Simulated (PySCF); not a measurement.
Working out the ionisation energy of W⁺

W⁺ [Xe] 4f14 5d4 6s1 (6D) → W²⁺ [Xe] 4f14 5d4 (5D). Computed with PySCF 2.14 in def2-QZVPPD with the def2 core potential (60 electrons), with scalar relativity through the core potential. Frozen: 5s2 5p6. Energies in hartree (1 hartree = 27.21139 eV):

```json
{"part": "UHF", "W⁺ (lower)": "-66.103924", "W²⁺ (upper)": "-65.554108"}
{"part": "CCSD correlation", "W⁺ (lower)": "-0.057908", "W²⁺ (upper)": "-0.037598"}
{"part": "(T)", "W⁺ (lower)": "-0.001146", "W²⁺ (upper)": "-0.000408"}
```

Q: What does Hartree-Fock give?

A: (-65.554108) − (-66.103924) = 0.549816 hartree = 14.961 eV.

Q: What do CCSD and CCSD(T) give?

A: The CCSD correlation energies differ by 0.020310 hartree = 0.553 eV and the triples by 0.000738 hartree = 0.020 eV, so CCSD gives 15.514 eV and CCSD(T) 15.534 eV.

Reference: 16.37 ± 0.15 eV (semi-empirical (NIST evaluation); NIST Atomic Spectra Database, ionization energies), between the lowest levels; spin-orbit coupling is absent from the calculation.

What remains against the reference includes basis incompleteness, the frozen core and higher excitations.
